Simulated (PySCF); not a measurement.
C6H10O.
Geometry (GFN2-xTB, Å), atoms numbered from 1 in this order:
```xyz
17
C6H10O angstrom
C      2.744   -0.089    0.852
C      1.528    0.060    0.371
C      0.953    0.834   -0.784
C     -0.369    0.071   -0.588
O     -1.479    0.920   -0.470
C     -2.690    0.236   -0.277
C      0.193   -0.541    0.720
H      2.945   -0.732    1.693
H      3.587    0.428    0.425
H      0.832    1.896   -0.576
H      1.446    0.711   -1.746
H     -0.552   -0.689   -1.362
H     -3.469    0.994   -0.222
H     -2.682   -0.347    0.651
H     -2.900   -0.442   -1.114
H     -0.253   -0.092    1.608
H      0.159   -1.626    0.810
```

The closed-shell SCF was solved with PySCF and density fitting under several settings on one GFN2-xTB geometry (grid level 2 and gas phase unless stated).

```json
{"settings": "PBE0/pcSseg-1", "basis functions": "169", "SCF cycles": "14", "E (Eh)": "-309.4111", "HOMO (eV)": "-7.11", "LUMO (eV)": "0.26", "dipole (D)": "1.33"}
{"settings": "PBE0/def2-SVPD", "basis functions": "223", "SCF cycles": "14", "E (Eh)": "-309.2430", "HOMO (eV)": "-7.14", "LUMO (eV)": "0.15", "dipole (D)": "1.25"}
{"settings": "LDA/6-31++G**, grid level 4, energy threshold 1e-11 Eh", "basis functions": "186", "SCF cycles": "13", "E (Eh)": "-307.0878", "HOMO (eV)": "-5.90", "LUMO (eV)": "-1.03", "dipole (D)": "1.32"}
{"settings": "HF/def2-SVP, IEF-PCM tetrahydrofuran", "basis functions": "148", "SCF cycles": "11", "E (Eh)": "-307.6014", "HOMO (eV)": "-9.62", "LUMO (eV)": "4.25", "dipole (D)": "1.84"}
{"settings": "B3LYP/pcseg-1", "basis functions": "148", "SCF cycles": "14", "E (Eh)": "-309.7599", "HOMO (eV)": "-6.88", "LUMO (eV)": "0.03", "dipole (D)": "1.32"}
```

**Question.** Estimate the row for these settings: PBE/Sadlej pVTZ.

**Answer.** 
| settings | basis functions | SCF cycles | E (Eh) | HOMO (eV) | LUMO (eV) | dipole (D) |
| --- | --- | --- | --- | --- | --- | --- |
| PBE/Sadlej pVTZ | 258 | 15 | -309.4762 | -5.82 | -0.97 | 1.13 |

**Question.** Over all rows, what range does the HOMO–LUMO gap span?

**Answer.** From 4.85 eV (PBE/Sadlej pVTZ) to 13.87 eV (HF/def2-SVP, IEF-PCM tetrahydrofuran). The functional of the narrowest has no exact exchange, that of the widest 100 % exact exchange.

**Question.** And the dipole moment?

**Answer.** From 1.13 D (PBE/Sadlej pVTZ) to 1.84 D (HF/def2-SVP, IEF-PCM tetrahydrofuran); the largest is 1.63 times the smallest, and the median is 1.32 D.

**Question.** Compare two rows with the functional PBE0: PBE0/pcSseg-1 and PBE0/def2-SVPD. Which energy is lower, and by how much?

**Answer.** PBE0/pcSseg-1 (169 functions) lies 0.1681 Eh or 105 kcal/mol below PBE0/def2-SVPD (223 functions). The smaller set gives the lower energy; the two sets aren't nested, so the variational bound doesn't order them by size.

Cycle counts include a coarse-grid stage where the run had one. All basis functions are spherical, in the Pople sets too. One conformer (not necessarily the lowest) at the GFN2-xTB geometry, without vibrations or thermal averaging.
